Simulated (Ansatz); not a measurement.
Relaxation of CH₉BOSi₂ (14 atoms, charge 0, multiplicity 1), to a largest force component of 0.02 eV/Å in at most 40 steps.

Computed with UKS BLYP/STO-3G (Ansatz 0.2.0).

```xyz
14
Properties=species:S:1:pos:R:3:forces:R:3
B -0.599 1.638 1.340 -1.05 0.67 0.50
Si -1.351 0.406 0.043 0.85 -0.14 0.52
O -1.452 1.135 -1.525 -1.21 0.12 -0.48
Si 0.063 -1.368 -0.024 -3.22 -1.85 1.03
C 1.709 -0.853 -0.535 1.54 0.53 0.84
H 0.436 2.146 1.181 0.51 0.18 0.08
H -1.272 2.002 2.265 0.59 -0.23 -0.21
H -2.659 0.012 0.446 -0.87 -0.24 -0.09
H -0.475 1.372 -1.689 0.96 0.36 -0.33
H -0.527 -2.342 -0.978 0.47 0.23 0.40
H 0.025 -2.002 1.331 0.32 0.24 -0.81
H 2.394 -1.724 -0.528 0.28 0.45 -0.30
H 2.045 -0.087 0.205 0.40 -0.39 -0.42
H 1.647 -0.365 -1.504 0.44 0.06 -0.73
```

Where does it end, and by what steps?

The run converged. The force dipped under the threshold on the way, but the program's further checks kept it going. Limits of this set-up: minimal basis. After 13 steps the energy has fallen by 0.456 eV; H6 moved furthest, 0.62 Å.

```csv
step,energy less start (eV),largest force component (eV/Å),accepted
0,0.0000,3.218,yes
1,-0.2591,1.427,yes
2,-0.4008,0.378,yes
3,-0.4154,0.189,yes
4,-0.4357,0.143,yes
5,-0.4494,0.103,yes
6,-0.4429,0.585,no
7,-0.4548,0.019,yes
8,-0.4546,0.167,no
9,-0.4547,0.105,no
10,-0.4554,0.025,yes
11,-0.4559,0.051,yes
12,-0.4560,0.023,yes
13,-0.4560,0.006,yes
```

```xyz
14
Properties=species:S:1:pos:R:3
B -0.702 1.725 1.368
Si -1.364 0.507 -0.023
O -1.544 1.205 -1.620
Si 0.015 -1.351 0.027
C 1.797 -0.983 -0.516
H 0.033 2.619 1.129
H -0.972 1.553 2.504
H -2.709 0.027 0.281
H -0.635 1.695 -1.760
H -0.518 -2.395 -0.842
H 0.055 -1.904 1.376
H 2.415 -1.899 -0.483
H 2.280 -0.234 0.139
H 1.837 -0.596 -1.551
```

Whether the end is a true minimum wasn't checked by a vibrational analysis.

Time of the run: 39 s on 2 threads of Arm Neoverse V1, on a shared host, peak memory 0.18 GiB.
